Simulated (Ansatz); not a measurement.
Consider the formal hydrolysis of a C–C bond: `C#CC[CH2][GeH3]` + H₂O → `C#CCO` + `[CH3][GeH3]`.

Isolated molecules relaxed with PBE0-D4/def2-TZVP in Ansatz; ΔE leaves out vibrations. CCSD(T)/CBS is the MP2 limit (def2-TZVPP, def2-QZVPP) plus CCSD(T) − MP2 in def2-TZVPP, frozen cores. This one scheme is used for every species. DFT in def2-TZVPP. B3LYP here is the variant with VWN-RPA as its local correlation; programs differ in this. For Ge outer-core shells are correlated without core-valence functions, which leaves a few kJ/mol of doubt a bond. Scalar relativity is left out up to krypton. Each species was taken in one conformer, which may not be the lowest.

Is it downhill or uphill in electronic energy at CCSD(T)/CBS, and by how much? (An estimate is asked.)

The calculation gave: Uphill: ΔE = +53.6 kJ/mol.

What do these levels give: PBE-D4, r2SCAN-D4, ωB97M-V, r2SCAN, B3LYP, HF/def2-QZVPP? (Estimate.)

Ansatz gave: PBE-D4 41.4, r2SCAN-D4 40.3, ωB97M-V 42.8, r2SCAN 38.7, B3LYP 32.2, HF/def2-QZVPP 31.1 kJ/mol.

Largest T1 diagnostic among the species: 0.012.

The D4 term adds +7.9 kJ/mol with B3LYP and +4.6 kJ/mol with PBE0; it sums over pairs of atoms, weighted by their polarisabilities, and B3LYP, whose exchange is more repulsive, gets the larger term. From PBE to PBE0 (25 % exact exchange), in def2-TZVPP and without D4, ΔE moves by +3.4 kJ/mol.
